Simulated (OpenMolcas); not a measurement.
Re5+: input and output

Re5+ among 3 point charges of -1.5 e arranged as a planar triangle (D3h), 2.02 Å from the ion.

Input:

```
&GATEWAY
Coord
1

Re 0.0 0.0 0.0
Basis=ANO-RCC-VDZP
Group=NoSym
NoMove
AngMom=0.0 0.0 0.0
AMFI
XField
3 Angstrom 0
2.020000 0.000000 0.000000 -1.500000
-1.010000 1.749371 0.000000 -1.500000
-1.010000 -1.749371 0.000000 -1.500000
&SEWARD
* reference wave functions (RASSCF and RASSI steps not shown): 2 electrons in 5 orbitals (5d)
>>> COPY JOB001 $Project.JobIph
&CASPT2
Multistate=10 1 2 3 4 5 6 7 8 9 10
NoMult
Frozen=23
IPEA=0.25
Imaginary=0.1
MaxIter=60
WThr=0.0 0.3 0.05
PrWF=0.5
NoMix
>>> COPY JOB002 $Project.JobIph
&CASPT2
Multistate=15 1 2 3 4 5 6 7 8 9 10 11 12 13 14 15
NoMult
Frozen=23
IPEA=0.25
Imaginary=0.1
MaxIter=60
WThr=0.0 0.3 0.05
PrWF=0.5
NoMix
```

Launched by
```bash
OMP_NUM_THREADS=1 MOLCAS_MEM=1689 MOLCAS_PROJECT=a pymolcas a.inp > a.log  # once for each step of the input, in one work folder
```

Output, cut to the results:

```
--- CASPT2 ---
Orbital specifications:
      -----------------------

      Symmetry species                           1
                                                 a
      Frozen orbitals                           23
      Inactive orbitals                         11
      Active orbitals                            5
      Secondary orbitals                        29
      Deleted orbitals                           0
      Number of basis functions                 68
Type of calculation                        SS-CASPT2
      Fock operator                              state-specific
      IPEA shift                                 0.25
      Real shift                                 0.00
      Imaginary shift                            0.10
      The input orbitals will be transformed to quasi-canonical
Reference energy:      -16677.3412564065
      E2 (Non-variational):      -0.7063260140
      Shift correction:          -0.0000859725
      E2 (Variational):          -0.7064119865
      Total energy:          -16678.0476683930
      Residual norm:              0.0000002272
      Reference weight:           0.93645
      Contributions to the CASPT2 correlation energy
      Active & Virtual Only:         -0.0025352987
      One Inactive Excited:          -0.0860969725
      Two Inactive Excited:          -0.6176937428
Reference energy:      -16677.3376889813
      E2 (Non-variational):      -0.7081667711
      Shift correction:          -0.0000877115
      E2 (Variational):          -0.7082544826
      Total energy:          -16678.0459434638
      Residual norm:              0.0000003178
      Reference weight:           0.93595
      Contributions to the CASPT2 correlation energy
      Active & Virtual Only:         -0.0029763577
      One Inactive Excited:          -0.0866351850
      Two Inactive Excited:          -0.6185552284
::    CASPT2 Root  1     Total energy: -16678.04766839
::    CASPT2 Root  2     Total energy: -16678.04594346
::    CASPT2 Root  3     Total energy: -16678.04594355
::    CASPT2 Root  4     Total energy: -16678.01624743
::    CASPT2 Root  5     Total energy: -16678.01663867
::    CASPT2 Root  6     Total energy: -16678.00792257
::    CASPT2 Root  7     Total energy: -16678.00787857
::    CASPT2 Root  8     Total energy: -16677.97664537
::    CASPT2 Root  9     Total energy: -16677.97664522
::    CASPT2 Root 10     Total energy: -16677.91216338
--- CASPT2 ---
Orbital specifications:
      -----------------------

      Symmetry species                           1
                                                 a
      Frozen orbitals                           23
      Inactive orbitals                         11
      Active orbitals                            5
      Secondary orbitals                        29
      Deleted orbitals                           0
      Number of basis functions                 68
Type of calculation                        SS-CASPT2
      Fock operator                              state-specific
      IPEA shift                                 0.25
      Real shift                                 0.00
      Imaginary shift                            0.10
      The input orbitals will be transformed to quasi-canonical
Reference energy:      -16677.2892640213
      E2 (Non-variational):      -0.7133342019
      Shift correction:          -0.0001205824
      E2 (Variational):          -0.7134547843
      Total energy:          -16678.0027188056
      Residual norm:              0.0000008776
      Reference weight:           0.93319
      Contributions to the CASPT2 correlation energy
      Active & Virtual Only:         -0.0069266407
      One Inactive Excited:          -0.0849436257
      Two Inactive Excited:          -0.6214639355
Reference energy:      -16677.2892640201
      E2 (Non-variational):      -0.7134417688
      Shift correction:          -0.0001216221
      E2 (Variational):          -0.7135633909
      Total energy:          -16678.0028274110
      Residual norm:              0.0000008902
      Reference weight:           0.93313
      Contributions to the CASPT2 correlation energy
      Active & Virtual Only:         -0.0069239845
      One Inactive Excited:          -0.0849676491
      Two Inactive Excited:          -0.6215501352
::    CASPT2 Root  1     Total energy: -16678.00271881
::    CASPT2 Root  2     Total energy: -16678.00282741
::    CASPT2 Root  3     Total energy: -16677.99583394
::    CASPT2 Root  4     Total energy: -16677.99438822
::    CASPT2 Root  5     Total energy: -16677.99438823
::    CASPT2 Root  6     Total energy: -16677.96756586
::    CASPT2 Root  7     Total energy: -16677.95858697
::    CASPT2 Root  8     Total energy: -16677.95882806
::    CASPT2 Root  9     Total energy: -16677.95988951
::    CASPT2 Root 10     Total energy: -16677.95988955
::    CASPT2 Root 11     Total energy: -16677.93367697
::    CASPT2 Root 12     Total energy: -16677.93351911
::    CASPT2 Root 13     Total energy: -16677.88274751
::    CASPT2 Root 14     Total energy: -16677.88280208
::    CASPT2 Root 15     Total energy: -16677.82347677
```

Spin-orbit levels above the lowest (labels of D3, the rotations of D3h), with the averaged single-state CASPT2 energies on the diagonal:

```csv
E (cm-1),Degeneracy,Label,2S+1,g
0,1,A1,3,
2440,2,E,3,0.00 0.00 2.26
4650,2,E,3 (80 %),0.00 0.00 3.82
8400,1,A2,3,
11320,2,E,3,0.00 0.00 2.06
12360,2,E,3,0.00 0.00 4.16
13460,1,A1,3 (80 %),
14100,2,E,3 (74 %),0.00 0.00 1.79
16330,1,A2,3,
16340,1,A1,3,
17970,2,E,3 (72 %),0.00 0.00 4.21
19760,1,A1,3 (77 %),
22830,1,A1,3 (89 %),
22830,1,A2,3 (89 %),
23020,2,E,3 (62 %),0.00 0.00 4.40
23030,2,E,3 (65 %),0.00 0.00 1.92
23490,1,A2,3,
24860,1,A1,1 (69 %),
24900,2,E,3,0.00 0.00 9.91
25510,2,E,1 (65 %),0.00 0.00 1.96
```

Roots that are degenerate in the reference are averaged as groups; the widest CASPT2 spread within a group is 86 cm-1 (the 2-fold group of multiplicity 3 near 6850 cm-1 above the lowest state of its run). Shifts and gaps below about the spread of the groups concerned are not significant. Spin-orbit coupling mixes the spin-free states strongly: the lowest level takes only 56 % from its leading state, 3E, which lies 379 cm-1 above the lowest spin-free state. Free-ion shares, where given, are those of the reference states; single-state CASPT2 does not remix them. This is an electrostatic model: the charges have no orbitals. No measured value stands beside these numbers.

The CASPT2 steps took 24 s on 1 thread of AMD EPYC 7571, with other jobs on the host; the integral step is not counted.

With an even number of electrons the g values are those of a degenerate or nearly degenerate non-Kramers pair.
